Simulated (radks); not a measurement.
Values are calculated unless marked as measured or tabulated.
Ionisation of the iron ion Fe+, [Ar] 3d6 4s1, to [Ar] 3d6 as the strength of local exchange is varied. Level of theory: Dirac Kohn-Sham, Slater X-alpha exchange (alpha = 2/3 is LDA exchange), no correlation, spin-unpolarised, spherical densities, finite nucleus; open shells fill j = l - 1/2 first; Fermi nuclear charge, rms radius 3.7377 fm (a radial shooting solver on a logarithmic mesh with Libxc functionals).

| alpha | E(Fe+) (hartree) | exchange (hartree) | IE (eV) | -e of the level emptied (eV) | <r> of it (bohr) |
|---|---|---|---|---|---|
| 0.642 | -1265.84680 | -48.91184 | 15.275 | 11.413 (4s1/2) | 2.743 |
| 0.667 | -1267.75289 | -50.89278 | 15.445 | 11.582 (4s1/2) | 2.729 |
| 0.763 | -1275.09884 | -58.55201 | 16.104 | 12.243 (4s1/2) | 2.677 |
| 0.806 | -1278.40283 | -62.00959 | 16.403 | 12.545 (4s1/2) | 2.654 |
| 0.836 | -1280.71293 | -64.43167 | 16.613 | 12.757 (4s1/2) | 2.638 |
| 0.863 | -1282.79551 | -66.61844 | 16.803 | 12.950 (4s1/2) | 2.624 |
| 0.876 | -1283.79942 | -67.67365 | 16.894 | 13.043 (4s1/2) | 2.617 |
| 1.017 | -1294.73712 | -79.21537 | 17.902 | 14.075 (4s1/2) | 2.546 |

NIST Atomic Spectra Database: 16.199 eV (measured). The Delta-SCF value meets it near alpha = 0.78. Spin polarisation and multiplet splitting are left out, so open shells lie too high by an amount that depends on their filling.

Beside tabulated values, note that spin-unpolarised runs miss the spin-polarisation part of the exchange energy of open shells.
